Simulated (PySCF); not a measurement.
## Telling isomers of C$_{6}$H$_{11}$NO apart by NMR

- coordinates at the GFN2-xTB level
- σ from GIAO-PBE0/pcSseg-1
- code: PySCF
- in vacuum, non-relativistic Hamiltonian, averaged over atoms made equivalent by symmetry, fast rotation or ring inversion, single conformer

References, each an isolated molecule treated in the same way: TMS for ¹H (σ = 31.72 ppm) and ¹³C (σ = 186.93 ppm). Where no couplings were computed, multiplicities follow the n + 1 count of equivalent neighbours, and m marks all less simple cases (inequivalent or close neighbours, rings, F or P nearby). Shifts are as computed. Against solution values, carbons near 30 ppm lie about +3 ppm off and those near 130 ppm about +5 ppm. Of 1211 compounds with measured shifts, 218 miss one by over three times the rms of a fit or turn the order of signals round; such compounds aren't used in these exercises.

(1) Tabulate the signals of `CO[C@H]1C=NCCC1`, `CN(C)C1=CCOC1`, `C=CN(C)C(=C)OC` and their relative energies.

(2) What is the quickest way to tell CO[C@H]1C=NCCC1 from C=CN(C)C(=C)OC?

(3) What is the quickest way to tell CO[C@H]1C=NCCC1 from CN(C)C1=CCOC1?

(4) What is the quickest way to tell CN(C)C1=CCOC1 from C=CN(C)C(=C)OC?

## Answers

(1) 
```json
{"SMILES": "CO[C@H]1C=NCCC1", "carbon types": "2×CH 3×CH2 1×CH3", "δC": "168.3, 79.2, 58.5, 53.2, 27.0, 24.0", "δH": "7.84 (d, 1H), 4.16 (m, 1H), 3.73 (m, 1H), 3.57 (s, 3H), 3.52 (m, 1H), 2.24 (m, 1H), 1.61 (m, 1H), 1.52 (m, 1H), 1.19 (m, 1H)", "E rel. (kcal/mol)": "0.0"}
{"SMILES": "CN(C)C1=CCOC1", "carbon types": "1×C 1×CH 2×CH2 2×CH3", "δC": "151.9, 95.4, 82.4, 79.3, 42.3", "δH": "5.17 (m, 2H), 4.97 (s, 2H), 4.21 (t, 1H), 2.64 (s, 6H)", "E rel. (kcal/mol)": "7.0"}
{"SMILES": "C=CN(C)C(=C)OC", "carbon types": "1×C 1×CH 2×CH2 2×CH3", "δC": "168.2, 143.1, 87.7, 62.7, 55.7, 30.9", "δH": "6.76 (m, 1H), 4.11 (m, 1H), 3.93 (m, 1H), 3.77 (s, 3H), 3.43 (br s, 1H), 3.16 (br s, 1H), 2.93 (s, 3H)", "E rel. (kcal/mol)": "16.8"}
```

Energies are electronic energies at PBE0/pcSseg-1 on these geometries, without zero-point or thermal terms, each for the one conformer computed, which needn't be the lowest.

(2) Both give the same number of carbon signals, but DEPT or the intensities differ. The first has an sp3 CH bonded to O at 79.2 ppm, the second an alkene carbon bearing oxygen (C) at 168.2 ppm. Their most deshielded carbons lie at 168.3 and 168.2 ppm. In the proton spectra the most deshielded non-exchanging signals are 7.84 (d, 1H) and 6.76 (m, 1H).

(3) Count the carbon signals: 6 against 5. The first has a C=N carbon (CH) at 168.3 ppm, the second an alkene carbon bearing nitrogen (C) at 151.9 ppm. In the proton spectra the most deshielded non-exchanging signals are 7.84 (d, 1H) and 5.17 (m, 2H).

(4) Count the carbon signals: 5 against 6. The first has a β carbon of an enol-ether or enamine type C=C (CH) at 95.4 ppm, the second an alkene carbon bearing nitrogen (CH) at 143.1 ppm. Their most deshielded carbons lie at 151.9 and 168.2 ppm. In the proton spectra the most deshielded non-exchanging signals are 5.17 (m, 2H) and 6.76 (m, 1H).
